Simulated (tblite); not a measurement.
Compound: C6H9O2P.
Structure used (GFN2-xTB), in Å, numbered top down from 1:
```
atom  x, y, z in Å
C1     0.8134   -1.3370   -2.5197
C2     0.6689   -0.2416   -2.0593
C3     0.4926    1.0636   -1.4764
P4     0.6523    0.9362    0.3575
O5     2.0054    0.6892    0.8684
O6     0.1045    2.3910    0.8094
C7    -0.6107   -0.2610    0.9112
C8    -1.8681    0.1180    1.0695
C9    -0.0781   -1.6319    1.1395
H10    0.9503   -2.2876   -2.9416
H11   -0.4866    1.4746   -1.7272
H12    1.2785    1.7436   -1.8169
H13    0.6554    2.6977    1.5324
H14   -2.1768    1.1328    0.8831
H15   -2.6314   -0.5698    1.3968
H16    0.2337   -2.0631    0.1877
H17    0.8082   -1.5714    1.7696
H18   -0.8202   -2.2770    1.6044
```

Computed with GFN2-xTB (tblite): harmonic, unscaled wavenumbers at the GFN2-xTB geometry, gas phase. Against measured fundamentals such values can be off by several per cent, at times by over 20. One conformer, not necessarily the lowest.

Harmonic wavenumbers (cm⁻¹): 31.8, 57.1, 90.9, 120.4, 153.2, 175.9, 207.9, 270.8, 281.9, 296.9, 324.8, 346.5, 376.9, 419.6, 480.1, 609.6, 637.9, 655.1, 690.3, 749.3, 796.7, 803.7, 893.0, 906.8, 951.9, 1004.7, 1006.9, 1038.7, 1073.3, 1173.0, 1207.1, 1265.6, 1380.0, 1386.3, 1405.0, 1451.7, 1470.4, 1704.7, 2292.4, 2937.9, 2965.0, 2997.7, 3021.3, 3031.2, 3088.7, 3121.1, 3398.4, 3574.9.

A = 1646, B = 1289, C = 1020 MHz; mass 144.034 u (most abundant isotopes); point group C1, symmetry number 1.

**Question.** Zero-point energy?

**Answer.** ½Σν̃ = 29162 cm⁻¹ = 83.38 kcal/mol.

**Question.** What is S at 298.15 K and 1 bar for an ideal gas of classical rigid rotors and harmonic oscillators?

**Answer.** Translation 40.83, rotation 29.39, vibration 36.84: S = 107.1 cal/(mol K).

**Question.** And Cp and H(298.15 K) − H(0)?

**Answer.** Cp = 43.67 cal/(mol K), of which vibrations give 35.72 (their classical limit is 48 R = 95.4); H(298.15 K) − H(0) = 8.04 kcal/mol without the zero-point energy, 5.67 from vibrations.

**Question.** How do the functions run with temperature in this model?

**Answer.** 
```tsv
T (K)	S (cal/(mol K))	Cp (cal/(mol K))	H − H(0) (kcal/mol)	G − H(0) (kcal/mol)	ln q(vib)
100	72.9	21.7	1.45	-5.84	2.42
200	91.7	33.6	4.24	-14.11	5.76
300	107.3	43.8	8.12	-24.08	9.03
500	133.7	59.6	18.58	-48.27	15.18
800	165.1	73.7	38.78	-93.29	23.40
1000	182.2	79.9	54.18	-128.06	28.27
```

q(vib) and H(0) count from the zero-point level.

**Question.** What must be added to the electronic energy to get the Gibbs energy at 298.15 K and 1 bar?

**Answer.** ZPE + [H(298.15 K) − H(0)] − T·S = 83.38 + 8.04 − 31.92 = 59.50 kcal/mol.

**Question.** Which modes carry the vibrational entropy at 298.15 K?

**Answer.** 31.8 cm⁻¹: 5.71; 57.1 cm⁻¹: 4.55; 90.9 cm⁻¹: 3.64; 120.4 cm⁻¹: 3.09; 153.2 cm⁻¹: 2.63; 175.9 cm⁻¹: 2.37 cal/(mol K); the other 42 give 14.84 together.

**Question.** Blend soft modes into free rotors: weight 1/[1 + (100 cm⁻¹/ν̃)⁴] for the oscillator and the rest for a rotor with moment μB/(μ + B), μ = h/(8π²ν), B = 10⁻⁴⁴ kg m². What vibrational entropy results?

**Answer.** 33.55 cal/(mol K) in place of 36.84, which changes −T·S at 298.15 K by +0.98 kcal/mol.

Hindered rotation and anharmonicity are outside this model. Other conformers, if any are populated, would add a mixing term that is left out. The structure is chiral; the term R ln 2 for an equal mix with its mirror image is left out.
